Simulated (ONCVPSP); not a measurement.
## I (Z = 53) ONCV: all-electron and pseudo phase curves

```
Element                 : I
Generator               : ONCVPSP 4.0.1
Type                    : optimised norm-conserving Vanderbilt (ONCV)
Functional              : LDA (Perdew-Wang 92)
Relativity              : scalar-relativistic
Frozen core             : [Kr] 4d10
Valence charge          : 7
Reference configuration : 5s2 5p4.75 (charge +0.25)
Partial waves           : 5s: rc 1.65 bohr, ncon 5, nbas 9, qcut 3.8 1/bohr, 2 projectors, debl 2.3 Ha; 5p: rc 2.05 bohr, ncon 4, nbas 7, qcut 4 1/bohr, 1 projector
Local potential         : polynomial inside 1.30 bohr (lpopt 5, dvloc0 1 Ha)
Core correction         : polynomial model core, fcfact 0.7
```

The phase is arctan(r·R′/R) of the radial function R(r), unwrapped; energies in Ha, scanned from -2 to 5 Ha. A pole is an energy at which the radial function vanishes at the test radius. The pseudo phase is shifted by a multiple of π to meet the all-electron one at the reference energy, and phase errors are pseudo minus all-electron; the curves can meet again beyond the range given. Levels narrower than the energy grid can be missing from the lists of poles.

A narrow feature of the pseudo curve, probably an extra level, lies near -0.36 Ha in the s channel; the grid steps over it, so the window and error are not given (n/a).

For each channel, where are the poles, and over which energies does the pseudopotential scatter like the atom?

```json
{"channel": "s", "radius (bohr)": "1.68", "reference energy (Ha)": "-0.73", "poles, all-electron": "2.71", "poles, pseudo": "2.72", "unbroken range about the reference energy with phases within 0.05 rad": "n/a", "phase error 1 Ha above the reference energy (rad)": "n/a"}
{"channel": "p", "radius (bohr)": "2.08", "reference energy (Ha)": "-0.34", "poles, all-electron": "1.46", "poles, pseudo": "0.21, 1.76", "unbroken range about the reference energy with phases within 0.05 rad": "below 0.1", "phase error 1 Ha above the reference energy (rad)": "-3.089"}
```

Note: ghosts flagged at negative energy: s at -9.3 eV; GHOST(+) flagged for p at 5.0 eV. A true bound ghost makes a file unfit for plane-wave use.

Phases in the s channel:

```json
{"E (Ha)": "-1.98", "all-electron": "0.689", "pseudo": "0.676"}
{"E (Ha)": "-1.80", "all-electron": "0.547", "pseudo": "0.535"}
{"E (Ha)": "-1.62", "all-electron": "0.367", "pseudo": "0.355"}
{"E (Ha)": "-1.44", "all-electron": "0.145", "pseudo": "0.136"}
{"E (Ha)": "-1.26", "all-electron": "-0.105", "pseudo": "-0.112"}
{"E (Ha)": "-1.08", "all-electron": "-0.358", "pseudo": "-0.361"}
{"E (Ha)": "-0.90", "all-electron": "-0.584", "pseudo": "-0.585"}
{"E (Ha)": "-0.72", "all-electron": "-0.770", "pseudo": "-0.770"}
{"E (Ha)": "-0.54", "all-electron": "-0.916", "pseudo": "-0.917"}
{"E (Ha)": "-0.36", "all-electron": "-1.030", "pseudo": "-1.056"}
{"E (Ha)": "-0.18", "all-electron": "-1.120", "pseudo": "-1.115"}
{"E (Ha)": "0.00", "all-electron": "-1.191", "pseudo": "-1.188"}
{"E (Ha)": "0.18", "all-electron": "-1.248", "pseudo": "-1.247"}
{"E (Ha)": "0.36", "all-electron": "-1.296", "pseudo": "-1.294"}
{"E (Ha)": "0.54", "all-electron": "-1.335", "pseudo": "-1.335"}
{"E (Ha)": "0.72", "all-electron": "-1.369", "pseudo": "-1.369"}
{"E (Ha)": "0.90", "all-electron": "-1.398", "pseudo": "-1.398"}
{"E (Ha)": "1.08", "all-electron": "-1.424", "pseudo": "-1.424"}
{"E (Ha)": "1.26", "all-electron": "-1.446", "pseudo": "-1.446"}
{"E (Ha)": "1.44", "all-electron": "-1.467", "pseudo": "-1.467"}
{"E (Ha)": "1.62", "all-electron": "-1.485", "pseudo": "-1.485"}
{"E (Ha)": "1.80", "all-electron": "-1.502", "pseudo": "-1.502"}
{"E (Ha)": "1.98", "all-electron": "-1.517", "pseudo": "-1.517"}
{"E (Ha)": "2.16", "all-electron": "-1.532", "pseudo": "-1.531"}
{"E (Ha)": "2.34", "all-electron": "-1.545", "pseudo": "-1.545"}
{"E (Ha)": "2.52", "all-electron": "-1.558", "pseudo": "-1.558"}
{"E (Ha)": "2.70", "all-electron": "-1.570", "pseudo": "-1.570"}
{"E (Ha)": "2.88", "all-electron": "-1.582", "pseudo": "-1.581"}
{"E (Ha)": "3.06", "all-electron": "-1.594", "pseudo": "-1.593"}
{"E (Ha)": "3.24", "all-electron": "-1.605", "pseudo": "-1.604"}
{"E (Ha)": "3.42", "all-electron": "-1.617", "pseudo": "-1.615"}
{"E (Ha)": "3.60", "all-electron": "-1.628", "pseudo": "-1.626"}
{"E (Ha)": "3.78", "all-electron": "-1.639", "pseudo": "-1.637"}
{"E (Ha)": "3.96", "all-electron": "-1.651", "pseudo": "-1.648"}
{"E (Ha)": "4.14", "all-electron": "-1.663", "pseudo": "-1.660"}
{"E (Ha)": "4.32", "all-electron": "-1.676", "pseudo": "-1.672"}
{"E (Ha)": "4.50", "all-electron": "-1.689", "pseudo": "-1.685"}
{"E (Ha)": "4.68", "all-electron": "-1.703", "pseudo": "-1.698"}
{"E (Ha)": "4.86", "all-electron": "-1.718", "pseudo": "-1.712"}
```
